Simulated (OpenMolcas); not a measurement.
# Cu5+, Ag5+, Au5+: d⁶ down the group

```yaml
Program: OpenMolcas 26.06
Method: MS-CASPT2, IPEA 0.25 Eh, imaginary shift 0.1 Eh
Basis: ANO-RCC-VQZP
Scalar_Hamiltonian: DKH2, point nucleus
Spin-orbit_coupling: state interaction with AMFI integrals over the reference wave functions, term energies averaged over their components
```

Active space for each ion: 6 electrons in 5 orbitals (d); closed shells correlated by CASPT2: Cu5+ 3s 3p; Ag5+ 4s 4p; Au5+ 5s 5p.

Computed levels in cm-1 above ⁵D₄:

```json
{"Level": "⁵D₃", "Cu5+": "1130", "Ag5+": "2560", "Au5+": "9480"}
{"Level": "⁵D₁", "Cu5+": "2370", "Ag5+": "4760", "Au5+": "13340"}
{"Level": "⁵D₀", "Cu5+": "2600", "Ag5+": "5190", "Au5+": "13170"}
{"Level": "³H₆", "Cu5+": "30850", "Ag5+": "22370", "Au5+": "24990"}
{"Level": "³H₅", "Cu5+": "31330", "Ag5+": "22690", "Au5+": "39850"}
{"Level": "³P₁(1)", "Cu5+": "32590", "Ag5+": "28530", "Au5+": "48720"}
{"Level": "³P₀(1)", "Cu5+": "33800", "Ag5+": "29290", "Au5+": "72160"}
{"Level": "³F₂(1)", "Cu5+": "33900", "Ag5+": "26130", "Au5+": "30010"}
{"Level": "³G₅", "Cu5+": "37800", "Ag5+": "28700", "Au5+": "24420"}
{"Level": "weight of ⁵D in the lowest level (%)", "Cu5+": "100", "Ag5+": "97", "Au5+": "76"}
```

Mixed levels, with the weight of the term that names them: Ag5+ ³H₅ (73 %), Ag5+ ³G₅ (73 %), Au5+ ⁵D₀ (69 %), Au5+ ³H₅ (53 %), Au5+ ³P₁(1) (64 %), Au5+ ³P₀(1) (50 %), Au5+ ³F₂(1) (60 %), Au5+ ³G₅ (53 %).

Measured, with the error of the calculation in %. Measured levels: Cu5+ from Sugar and Musgrove, J. Phys. Chem. Ref. Data 19, 527 (1990); Ag5+ from the list in Gamrath, thesis, University of Mons (2023).

```csv
Level,Cu5+,Ag5+
⁵D₃,1196 (-5.5),2692 (-5.0)
⁵D₁,2490 (-4.9),4941 (-3.6)
⁵D₀,2733 (-4.8),5380 (-3.5)
³H₆,30418 (+1.4),21512 (+4.0)
³H₅,31009 (+1.0),21812 (+4.0)
³P₁(1),32685 (-0.3),28232 (+1.0)
³P₀(1),33868 (-0.2),
³F₂(1),33740 (+0.5),25306 (+3.2)
³G₅,37378 (+1.1),27958 (+2.7)
```

The fine-structure level ⁵D₀ changes by a factor of 5.07 from Cu5+ to Au5+.

Without spin-orbit coupling ³H lies 30280, 21090, 19100 cm-1 above ⁵D in that order; the difference to the level ³H₆, of either sign, comes from spin-orbit coupling, which also lowers the zero.

CASPT2 breaks the degeneracy within a term, and the mean is taken; among the terms shown or strongly mixed into the levels shown the widest spread is 1000 cm-1 (5d⁶ ¹I, Au5+). The CASPT2 spread within a term exceeds the gap to the next term for 5d⁶ ³D and 5d⁶ ¹I, so the order of their levels is uncertain (holds for Au5+). Measured partners are found by configuration, term and J. A level has none where our copy of the source lacks it or the pairing is in doubt (some pairs that miss far off the trend of their configuration count as doubtful), and it then counts in no deviation. Levels of configurations outside the active space are missing.

A number in round brackets counts repeated terms of one configuration in the order of the reference energies.
